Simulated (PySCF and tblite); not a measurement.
Values are calculated unless marked as measured or tabulated.
Stationary points of sulfoacetic acid at PBE0-D3(BJ)/def2-SVP, in Å:

Structure A

```
 1 O     0.873    1.165    0.879
 2 C     1.059    0.541   -0.141
 3 O     2.249    0.400   -0.697
 4 C    -0.033   -0.137   -0.925
 5 S    -1.265   -0.838    0.187
 6 O    -2.395   -1.274   -0.596
 7 O    -0.555   -1.729    1.081
 8 O    -1.726    0.480    0.969
 9 H     2.891    0.874   -0.142
10 H    -0.548    0.592   -1.569
11 H     0.355   -0.958   -1.542
12 H    -0.905    0.883    1.339
```

Structure B

```
 1 O     1.136    1.062    0.595
 2 C     1.273    0.307   -0.513
 3 O     2.333    0.035   -0.991
 4 C    -0.060   -0.122   -1.069
 5 S    -1.159   -0.813    0.177
 6 O    -2.372   -1.239   -0.473
 7 O    -0.364   -1.695    1.007
 8 O    -1.549    0.504    1.019
 9 H     2.029    1.270    0.914
10 H    -0.593    0.723   -1.530
11 H     0.097   -0.910   -1.815
12 H    -0.737    0.824    1.450
```

Structure C

```
 1 O     1.079    1.105    0.827
 2 C     1.135    0.429   -0.253
 3 O     2.323    0.302   -0.631
 4 C    -0.068   -0.119   -0.934
 5 S    -1.208   -0.825    0.278
 6 O    -2.410   -1.220   -0.410
 7 O    -0.433   -1.738    1.091
 8 O    -1.577    0.485    1.125
 9 H     2.317    0.995    0.483
10 H    -0.609    0.679   -1.464
11 H     0.202   -0.917   -1.638
12 H    -0.750    0.824    1.527
```

Geometries: PBE0-D3(BJ)/def2-SVP; energies: PBE0/pcSseg-1 + D3(BJ), IEF-PCM methanol; zero-point and thermal terms from GFN2-xTB harmonic modes (soft modes blended into free rotors).

Q: Which structure is a saddle point, and along which motion?

A: C: one imaginary mode (1770i cm⁻¹ at GFN2-xTB, mostly on H9), along the shift of hydrogen on O3 from O3 to O1.

Q: Give their symmetry and energies above the lowest.

A: A C1, 0.0 kcal/mol; B C1, 2.1 kcal/mol; C C1, 37.3 kcal/mol.

Tunnelling of the moving H, left out here, will speed the real process. In real samples such hydrogens mostly exchange between molecules or through solvent, far faster than by this path.
